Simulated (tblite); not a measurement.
C9H8F2.
Atom-mapped SMILES: `[F:1][CH2:2][c:3]1[cH:4][cH:5][cH:6][c:7]2[c:8]1[CH2:9][C@H:10]2[F:11]` (hydrogens: H12, H13 on C2; H14 on C4; H15 on C5; H16 on C6; H17, H18 on C9; H19 on C10)

Computed with GFN2-xTB (tblite), gas phase: L-BFGS steps from a force-field or distance-geometry start until the largest atomic force falls under 0.01 eV/Å.

Step 0: E = -891.8872 eV
```
atom  x, y, z in Å  |  force x, y, z in eV/Å
F1     -3.2579   -1.2965    0.0792   -0.589   0.267  -0.022
C2     -1.9337   -1.5455   -0.0022    0.668  -0.288   0.775
C3     -1.0767   -0.3169   -0.0068   -0.739   0.821  -0.185
C4     -1.6442    0.9776   -0.1186    0.809  -0.129   0.168
C5     -0.8272    2.1159   -0.1363   -0.468  -0.227  -0.148
C6      0.5591    2.0037   -0.0823    0.368   0.582   0.076
C7      1.0888    0.7397    0.0134   -0.183   0.929   0.283
C8      0.2974   -0.3782    0.0532   -0.710  -0.834  -0.046
C9      1.4627   -1.3269    0.1435    0.211  -0.228   0.088
C10     2.3619   -0.0493    0.1265   -0.435   0.005   0.291
F11     3.1309    0.1160   -0.9799    0.665  -0.260  -0.038
H12    -1.6771   -2.1701    0.8764   -0.044   0.086  -0.169
H13    -1.7639   -2.1286   -0.8948    0.047  -0.299  -0.518
H14    -2.7206    1.0881   -0.1682    0.183  -0.084  -0.002
H15    -1.2891    3.1088   -0.2220    0.245  -0.566   0.069
H16     1.2009    2.8803   -0.0972   -0.197  -0.087  -0.044
H17     1.6113   -1.9905   -0.7075   -0.029   0.107  -0.051
H18     1.5327   -1.9186    1.0626   -0.026   0.135  -0.123
H19     2.9348    0.1001    1.0534    0.224   0.069  -0.403
```

Step 1: E = -891.9497 eV
```
atom  x, y, z in Å  |  force x, y, z in eV/Å
F1     -3.2663   -1.2927    0.0788   -0.072   0.084  -0.001
C2     -1.9241   -1.5496    0.0089   -0.062  -0.010  -0.015
C3     -1.0873   -0.3051   -0.0094   -0.037  -0.247  -0.013
C4     -1.6327    0.9757   -0.1162   -0.197   0.334   0.053
C5     -0.8339    2.1127   -0.1384    0.281  -0.062  -0.092
C6      0.5644    2.0120   -0.0812   -0.265   0.301   0.060
C7      1.0862    0.7530    0.0174   -0.428  -0.321   0.261
C8      0.2872   -0.3901    0.0526   -0.100   0.211  -0.054
C9      1.4658   -1.3302    0.1447   -0.029   0.067  -0.022
C10     2.3557   -0.0492    0.1307   -0.240   0.096  -0.037
F11     3.1404    0.1123   -0.9805    0.383  -0.274   0.217
H12    -1.6778   -2.1688    0.8740    0.041  -0.082   0.136
H13    -1.7632   -2.1328   -0.9022    0.008  -0.065  -0.122
H14    -2.7180    1.0869   -0.1682    0.400  -0.091   0.015
H15    -1.2856    3.1007   -0.2210    0.080  -0.355   0.037
H16     1.1981    2.8791   -0.0978    0.008   0.237  -0.045
H17     1.6109   -1.9890   -0.7082    0.008   0.069  -0.078
H18     1.5323   -1.9167    1.0609    0.001   0.037  -0.002
H19     2.9380    0.1011    1.0477    0.219   0.070  -0.297
```

Step 2: E = -891.9699 eV
```
atom  x, y, z in Å  |  force x, y, z in eV/Å
F1     -3.2693   -1.2905    0.0788    0.062   0.033   0.003
C2     -1.9229   -1.5507    0.0112   -0.216  -0.035  -0.179
C3     -1.0902   -0.3061   -0.0102   -0.072  -0.086   0.001
C4     -1.6330    0.9802   -0.1148   -0.021  -0.041   0.053
C5     -0.8312    2.1110   -0.1403    0.178   0.040  -0.062
C6      0.5616    2.0183   -0.0801   -0.038  -0.072   0.083
C7      1.0793    0.7513    0.0222   -0.283   0.015   0.151
C8      0.2835   -0.3896    0.0516   -0.044   0.089  -0.014
C9      1.4660   -1.3299    0.1447   -0.126   0.096  -0.058
C10     2.3508   -0.0478    0.1311   -0.074   0.085  -0.086
F11     3.1482    0.1074   -0.9774    0.229  -0.245   0.271
H12    -1.6773   -2.1698    0.8755    0.032  -0.087   0.141
H13    -1.7629   -2.1348   -0.9057   -0.018   0.005   0.015
H14    -2.7115    1.0853   -0.1680    0.180  -0.027   0.008
H15    -1.2836    3.0936   -0.2202    0.006  -0.193   0.013
H16     1.1976    2.8823   -0.0986    0.020   0.251  -0.040
H17     1.6110   -1.9876   -0.7095    0.011   0.074  -0.064
H18     1.5322   -1.9157    1.0605    0.002   0.026   0.011
H19     2.9419    0.1023    1.0420    0.172   0.071  -0.247
```

**Question.** Estimate the geometry and energy of step 3. (The exact step hangs on the optimiser's Hessian estimate; all steps are aligned on step 2, rigid shifts and turns removed.)

**Answer.** E = -891.9872 eV, largest force 0.283 eV/Å
```
atom  x, y, z in Å  |  force x, y, z in eV/Å
F1     -3.2712   -1.2875    0.0787    0.069  -0.017  -0.001
C2     -1.9260   -1.5531    0.0100   -0.182  -0.065  -0.108
C3     -1.0962   -0.3067   -0.0113    0.012  -0.118   0.021
C4     -1.6314    0.9817   -0.1121    0.155  -0.136   0.022
C5     -0.8261    2.1104   -0.1436   -0.034  -0.097   0.010
C6      0.5599    2.0221   -0.0769    0.170   0.057   0.063
C7      1.0667    0.7532    0.0301    0.165  -0.066   0.018
C8      0.2778   -0.3894    0.0505   -0.041   0.016   0.036
C9      1.4634   -1.3278    0.1434   -0.157   0.087  -0.053
C10     2.3444   -0.0446    0.1298    0.029   0.067  -0.050
F11     3.1613    0.0970   -0.9683    0.059  -0.175   0.214
H12    -1.6763   -2.1725    0.8797   -0.024  -0.004   0.002
H13    -1.7631   -2.1367   -0.9090   -0.047   0.028   0.081
H14    -2.7019    1.0833   -0.1676   -0.087   0.044  -0.001
H15    -1.2815    3.0822   -0.2192   -0.110   0.088  -0.028
H16     1.1973    2.8908   -0.1003   -0.053   0.094  -0.023
H17     1.6112   -1.9844   -0.7122    0.003   0.086  -0.038
H18     1.5321   -1.9139    1.0601   -0.010   0.044  -0.026
H19     2.9497    0.1053    1.0305    0.085   0.068  -0.138
```

The energy changes by -0.0172 eV. The first-order estimate −F·Δx gives -0.0290 eV and the mean of the old and new forces, exact on a quadratic surface, -0.0172 eV. The step makes an angle of 28° with the force vector and moves no atom by more than 0.019 Å.

The cost below is that of the whole relaxation. On an AMD EPYC 7R43 with one thread, shared host, this took 0.44 s wall.
